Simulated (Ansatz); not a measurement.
Input and output for C₃H₂Se, SMILES `C#CC=[Se]`.

```yaml
crystal:
  periodic: [false, false, false]
  atoms:
    - {symbol: C, position_ang: [0.389341, 1.271479, -0.838098]}
    - {symbol: C, position_ang: [0.136240, 0.296683, -0.173696]}
    - {symbol: C, position_ang: [-0.136529, -0.828216, 0.610067]}
    - {symbol: Se, position_ang: [-1.513977, -1.903392, 0.374971]}
    - {symbol: H, position_ang: [0.598154, 2.128725, -1.434393]}
    - {symbol: H, position_ang: [0.568871, -1.029280, 1.414849]}
basis:
  gaussian: {orbitals: def2-mTZVPP}
hamiltonian: {xc: {name: LC-wPBE}}
scf: {lower_state_search: off}
output: {forces: true}
```

```sh
$ ansatz run in.yaml --threads 2 --pin off --events-out ev --progress --plain --max-ram 4352MiB
```

Output, abridged:

```
Functional definition: LC-wPBE
1038 factors; their error is unknown
281 factors; integrals over basis functions are off by at most 4.1e-5 eV
mean field evaluation 1: about -68477.0838 eV, gradient 3.1e1 eV
mean field evaluation 2: about -68478.1686 eV, gradient 2.2e1 eV
mean field evaluation 4: about -68479.2902 eV, gradient 2.2e0 eV
mean field evaluation 8: about -68479.3049 eV, gradient 6.0e-2 eV
mean field evaluation 16: about -68479.2648 eV, gradient 1.4e-4 eV
mean field -68479.26480707 eV, -2516.5665647469 hartree, gradient 4.5e-6 eV, S^2 0.000000; 0 other end points of the search recorded, 0 dependent functions left out
reference -68479.26480707 eV, -2516.5665647471 hartree; 27, 27 occupied and 76, 76 virtual orbitals, 1038 factors
Total energy: -68479.26480707 eV, -2516.5665647471 hartree
Atom 0 at     0.389341     1.271479    -0.838098 Å, force    -0.218408    -0.793457     0.530177 eV/Å
Atom 1 at     0.136240     0.296683    -0.173696 Å, force     0.291624     1.153388    -0.793105 eV/Å
Atom 2 at    -0.136529    -0.828216     0.610067 Å, force    -0.670451    -0.884022     0.213993 eV/Å
Atom 3 at    -1.513977    -1.903392     0.374971 Å, force     0.616667     0.479617     0.106794 eV/Å
Atom 4 at     0.598154     2.128725    -1.434393 Å, force     0.018757     0.051128    -0.030217 eV/Å
Atom 5 at     0.568871    -1.029280     1.414849 Å, force    -0.038190    -0.006654    -0.027643 eV/Å
Dipole moment:     0.271570     0.289762    -0.024432 e Å
Checks for a lower state left out: stability, starts, cluster_reference, orbital_swaps, neighbouring_geometries, increment
```

It took 1.4 s on 2 threads of an Arm Neoverse V1 on a shared host, with 0.13 GiB of host memory at the peak.
